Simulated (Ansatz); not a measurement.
CH5AlO2. Charge 0, multiplicity 1. The bonds changed during the relaxation, so this is another structure than the one it started from.

```xyz
9

O     0.944    0.413    0.732
C     0.083    1.218   -0.231
Al   -0.530   -0.609   -0.088
O    -0.001   -1.747   -1.238
H     0.901    0.771    1.623
H     0.749    1.603   -0.999
H    -0.401    2.032    0.306
H    -1.568   -0.998    1.044
H    -0.177   -2.681   -1.149
```

(1) List the harmonic frequencies (cm⁻¹, unscaled) at PBE0-D4/def2-TZVP in Ansatz. (Best estimate.)

(2) Is this a minimum?

(3) Give the ideal-gas thermochemistry at 298.15 K and 1 bar (rigid rotor, harmonic oscillator; point group C1, symmetry number 1).

(4) And at 400, 500, 600, 800 and 1000 K?

(5) Rotational constants (cm⁻¹)?

Results:

(1) Ansatz gave: 163, 192, 275, 321, 383, 521, 568, 615, 680, 701, 831, 884, 1020, 1167, 1244, 1449, 1920, 3109, 3188, 3868, 3970.

(2) Yes, all 21 modes are real.

(3) Zero-point energy 161.9 kJ/mol; H(298) − E = 180.6 kJ/mol; entropy 314.6 J/(mol·K), of which translation 162.9, rotation 104.4, vibration 47.3; G(298) − E = 86.8 kJ/mol.

(4) 
```
T (K)  H − E (kJ/mol)  S (J/mol/K)  G − E (kJ/mol)
  400           191.6        346.2            53.1
  500           203.9        373.6            17.1
  600           217.4        398.2           -21.5
  800           246.8        440.4          -105.5
 1000           278.6        475.8          -197.2
```

(5) 0.4301, 0.1279, 0.1259.
